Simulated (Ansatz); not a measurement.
One change: `C=C([SiH3])C=S` becomes `C=C([SiH3])CCl`.

Ansatz, PBE0-D4/def2-TZVP geometries, multiplicity 1. Each molecule was computed in one conformer, which needn't be the lowest.

```json
{"property": "size of the dipole moment (ωB97M-V/def2-TZVPP) / D", "`C=C([SiH3])C=S`": "1.99"}
{"property": "HOMO energy (PBE0/def2-TZVPP) / eV", "`C=C([SiH3])C=S`": "-6.58"}
{"property": "HOMO–LUMO gap (PBE/def2-TZVPP) / eV", "`C=C([SiH3])C=S`": "1.65"}
{"property": "LUMO energy (PBE0/def2-TZVPP) / eV", "`C=C([SiH3])C=S`": "-2.83"}
{"property": "LUMO energy (PBE/def2-TZVPP) / eV", "`C=C([SiH3])C=S`": "-3.70"}
{"property": "HOMO–LUMO gap (B3LYP/def2-TZVPP) / eV", "`C=C([SiH3])C=S`": "3.32"}
```

What does the change do to each property? (An estimate is asked.)

Ansatz gave: 
```json
{"property": "size of the dipole moment (ωB97M-V/def2-TZVPP) / D", "`C=C([SiH3])CCl`": "1.99", "shift": "0.00"}
{"property": "HOMO energy (PBE0/def2-TZVPP) / eV", "`C=C([SiH3])CCl`": "-8.04", "shift": "-1.46"}
{"property": "HOMO–LUMO gap (PBE/def2-TZVPP) / eV", "`C=C([SiH3])CCl`": "5.09", "shift": "3.44"}
{"property": "LUMO energy (PBE0/def2-TZVPP) / eV", "`C=C([SiH3])CCl`": "-0.79", "shift": "2.04"}
{"property": "LUMO energy (PBE/def2-TZVPP) / eV", "`C=C([SiH3])CCl`": "-1.81", "shift": "1.89"}
{"property": "HOMO–LUMO gap (B3LYP/def2-TZVPP) / eV", "`C=C([SiH3])CCl`": "6.80", "shift": "3.48"}
```

With PBE0 the HOMO falls by 1.46 eV and the LUMO rises by 2.04 eV, so the gap widens by about 3.50 eV. PBE moves the HOMO by -1.54 eV and ωB97M-V by -1.44 eV. Dipoles are sizes alone; their direction can turn.

B3LYP here is the variant with VWN-RPA as its local correlation; programs differ in this.
